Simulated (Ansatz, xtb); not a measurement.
A geometry optimisation of ClH6N2Si+ with r2SCAN-D4/def2-SVP

The starting geometry of this gas-phase singlet has its atoms placed at random.

```xyz
10

Cl    0.2067    1.2129    0.0005
N    -2.1641    0.8918   -0.8872
N     0.6985   -1.1113    0.3688
Si   -0.8390   -1.0532   -0.5258
H     0.1668    0.3740    1.0344
H     1.3583   -0.5366    0.0638
H    -0.1654    2.1459    1.2151
H     0.5646    0.3672   -0.7889
H    -1.0505    1.5855   -0.4569
H     1.0614   -2.1554   -0.2147
```

Q: One run relaxed it with r2SCAN-D4/def2-SVP. What is a likely outcome?

A: It ends as a structure given below by its coordinates. Distances that change by over a tenth: Cl1–H7 (1.58 → 1.30 Å), N3–H6 (0.93 → 1.03 Å), N3–H10 (1.25 → 1.03 Å). Contacts that open: Cl1–H5 (1.33 → 2.92 Å), Cl1–H8 (1.21 → 3.10 Å), Cl1–H9 (1.39 → 4.16 Å). Contacts that close: N2–Si4 (2.38 → 1.58 Å), N2–H9 (1.38 → 1.02 Å), N3–H5 (1.71 → 1.03 Å), Si4–H8 (2.01 → 1.48 Å).

The energy falls by 19.03 eV over 31 steps:

| step | E − E(last) (eV) |
| --- | --- |
| 1 | 19.030 |
| 4 | 9.202 |
| 8 | 4.028 |
| 11 | 1.694 |
| 14 | 0.252 |
| 18 | 0.040 |
| 21 | 0.008 |
| 24 | 0.001 |
| 28 | 0.000 |
| 31 | 0.000 |

Final geometry (Å):

```xyz
10

Cl    0.7220    2.2243    0.9818
N    -1.7152    0.0941   -0.5538
N     0.6865   -0.9676    0.2031
Si   -0.1810    0.3654   -0.8333
H     1.3692   -0.6186    0.8898
H     1.1632   -1.6873   -0.3585
H    -0.4448    2.3859    1.5273
H     0.8469    0.8323   -1.7894
H    -2.5334    0.5270   -0.9771
H    -0.0762   -1.4348    0.7193
```

From the same start GFN2-xTB ends elsewhere, differing in N2–H5 (1.01 against 3.48 Å here), N3–H5 (3.03 against 1.03 Å here).

From so rough a start the end depends on the optimiser's path, so another program may land elsewhere. The end wasn't checked by frequencies. Run with Ansatz 0.2.0, 72 s on 1 thread of Intel(R) Xeon(R) 6975P-C (Granite Rapids), on a shared host.
